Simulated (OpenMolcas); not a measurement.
**Ga2+: terms and fine structure**

* Program: OpenMolcas
* Method: SS-CASPT2, IPEA 0.25 Eh, imaginary shift 0.1 Eh (closed shells correlated: 3d)
* Basis: ANO-RCC-VTZP [6s5p3d1f]
* Scalar Hamiltonian: DKH2, point nucleus
* Active space: 1 electron in 4 orbitals (4s 4p)
* State averaging: 2S+1 = 2 even, 1 root; 2S+1 = 2 odd, 3 roots
* Spin-orbit coupling: state interaction with AMFI integrals over the reference wave functions, term energies averaged over their components

With spin-orbit coupling, above the lowest level:

```json
{"Configuration": "4s", "Term": "²S", "J": "1/2", "E (eV)": "0.0000", "Measured (eV)": "0.0000", "g": "2.002", "Term weight %": "100"}
{"Configuration": "4p", "Term": "²P°", "J": "1/2", "E (eV)": "8.081", "Measured (eV)": "8.0800", "g": "0.666", "Term weight %": "100"}
{"Configuration": "4p", "Term": "²P°", "J": "3/2", "E (eV)": "8.252", "Measured (eV)": "8.2930", "g": "1.334", "Term weight %": "100"}
```

Against the 2 measured excited levels shown (Shirai, Reader, Kramida and Sugar, J. Phys. Chem. Ref. Data 36, 509 (2007)) the mean absolute deviation is 170 cm-1; the largest miss in energy is 4p ²P°_3/2: computed 8.252, measured 8.2930 eV (-0.5 %).

With one active electron, CASPT2 adds the correlation within the correlated inactive shells and between them and that electron, and leaves the splitting within a term as the reference gives it. Computed and measured levels are paired by configuration, term and J; levels that our copy of the source lacks, or whose pairing is in doubt (as where it misses far off the trend of its configuration), stay unpaired and out of the deviations. Only configurations of the active space appear.

The term weight is that of the spin-free term in the level, not the purity of its configuration. ° marks odd parity.
